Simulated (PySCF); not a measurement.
How methods differ on the ionisation energy of Sc¹⁷⁺

Sc¹⁷⁺ [He] 2s2 → Sc¹⁸⁺ [He] 2s1 [2s1/2^1, M_J = 1/2], as a difference of total energies. Calculation: PySCF 2.14, in an uncontracted even-tempered set (17 s from 3.8 bohr⁻², ratio 2.4; 11 p from 4.9 bohr⁻², ratio 2.4; 5 d from 16 bohr⁻², ratio 2.6; 4 f from 24 bohr⁻², ratio 2.6); the two-component X2C-1e Hamiltonian. Correlated levels: nothing frozen; the 34 highest virtual spinors dropped. "Screened" scales the spin-orbit matrix elements by Boettger's factors to mimic the two-electron term; Breit and QED terms are absent.

| method | ionisation energy (eV) |
| --- | --- |
| GHF (screened spin-orbit) | 1207.2 |
| GMP2 (screened spin-orbit) | 1211.1 |

Problem. How much does correlation contribute at GMP2 (screened spin-orbit)?

Solution. 1211.1 − (1207.2) = 3.9 eV, measured against GHF (screened spin-orbit).

For comparison: 1213.1 ± 0.4 eV (semi-empirical (NIST evaluation); NIST Atomic Spectra Database, ionization energies).
